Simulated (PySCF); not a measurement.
# Tungsten: a sound run and one with changed settings

Sound run: W [Xe] 4f14 5d4 6s2, W+ [Xe] 4f14 5d4 6s1. Calculation: PySCF 2.14, in def2-TZVP with the def2 core potential (60 electrons); scalar relativity through the core potential. The sound run starts from symmetry-adapted Hartree-Fock orbitals and uses a fine grid where one is needed.

Changed run: initial guess minao, at most 2 SCF cycles. This setting is unsound on purpose.

| species | method | sound run (hartree) | changed run (hartree) | converged |
| --- | --- | --- | --- | --- |
| W | UHF | -66.31756 | -66.16158 | no |
| W | BP86 | -67.01943 | -66.99760 | no |
| W | r2SCAN | -66.94459 | -66.94065 | no |
| W+ | UHF | -66.10168 | -66.08064 | no |
| W+ | BP86 | -66.73570 | -66.66842 | no |
| W+ | r2SCAN | -66.68500 | -66.62015 | no |

The SCF was stopped early; the energies are upper bounds that still move, and correlated levels were skipped or rest on poor orbitals.
